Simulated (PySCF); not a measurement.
## Correlation energy of Cr²⁺ (chromium, charge +2)

[Ar] 3d4, high-spin 5D determinant. All numbers are calculated (PySCF 2.14, scalar relativity by spin-free X2C-1e, in ANO-RCC-VTZP (6s5p3d2f1g, 59 functions)). Frozen: [Ar]; 4 electrons correlated.

```json
{"level": "CCSD", "correlation energy (mhartree)": "-47.26"}
{"level": "(T)", "correlation energy (mhartree)": "-0.35"}
{"level": "CCSD(T)", "correlation energy (mhartree)": "-47.61"}
```

Diagnostics: T1 = 0.0040, D1 = 0.0057, largest double amplitude 0.019.

Question: Is a single reference adequate?

Answer: Yes: T1 lies below 0.03 and no double amplitude reaches 0.07.
